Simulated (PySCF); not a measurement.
A PySCF script (with the pyscf-properties extension) for the NMR shieldings of `B1(N)CC=CC1`, C₄H₈BN, on a GFN2-xTB geometry:

```python
import basis_set_exchange as bse
import numpy as np
from pyscf import gto, dft
from pyscf.prop import nmr

atoms = """
N     2.143642    0.213094   -0.233989
B     0.777953    0.079119   -0.087562
C    -0.038189   -1.289862   -0.019609
C    -1.452993   -0.810112    0.153216
C    -1.581881    0.506512    0.185340
C    -0.287289    1.259468    0.045998
H     2.774752   -0.566780   -0.314212
H     2.617533    1.099888   -0.271448
H     0.247417   -1.943387    0.809611
H     0.046509   -1.901723   -0.922261
H    -2.270571   -1.510290    0.240952
H    -2.520246    1.028814    0.299136
H    -0.130980    1.908204    0.912536
H    -0.326337    1.926583   -0.819873
"""
names = dict.fromkeys(["N", "B", "C", "H"], "pcSseg-1")
basis = {el: gto.basis.parse(bse.get_basis(n, elements=[el], fmt="nwchem")) for el, n in names.items()}
mol = gto.M(atom=atoms, basis=basis, charge=0, verbose=0)
mf = dft.RKS(mol, xc="PBE0")
mf.grids.level = 2
mf.grids.alignment = dft.numint.BLKSIZE   # the property module wants whole blocks of grid points
mf.conv_tol = 1e-9
mf.kernel()

calc = nmr.RKS(mf)   # GIAO
C = mf.mo_coeff
Co = C[:, mf.mo_occ > 0]
resp = mf.gen_response(singlet=True, hermi=2)
def vind(x):   # induced exchange potential for any number of trial vectors
    d = np.einsum("pi,xij,qj->xpq", C, 2 * x.reshape(-1, C.shape[1], Co.shape[1]), Co, optimize=True)
    return np.einsum("xpq,pi,qj->xij", resp(d - d.transpose(0, 2, 1)), C, Co, optimize=True).ravel()
mo1, _ = nmr.rhf.solve_mo1(calc, with_cphf=vind)
sigma = calc.kernel(mo1)
for i, s in enumerate(sigma):   # ppm
    print("%2d %-2s %9.2f" % (i, mol.atom_pure_symbol(i), np.trace(s) / 3))
```

**Question.** What are the results?

**Answer.** 
```
 0 N     167.95
 1 B      49.39
 2 C     160.44
 3 C      46.22
 4 C      46.23
 5 C     160.54
 6 H      27.57
 7 H      27.58
 8 H      30.01
 9 H      30.01
10 H      25.62
11 H      25.62
12 H      30.01
13 H      30.01
```

These numbers come from an equivalent density-fitted implementation of the same equations, which agrees with the script to about 0.01 ppm for H and up to a few tenths of a ppm for heavy atoms, so last digits may differ.

Size and cost of the density-fitted run: 142 basis functions, 26 s wall time on 1 thread of an Arm Neoverse N1, shared host; peak memory 0.64 GiB.
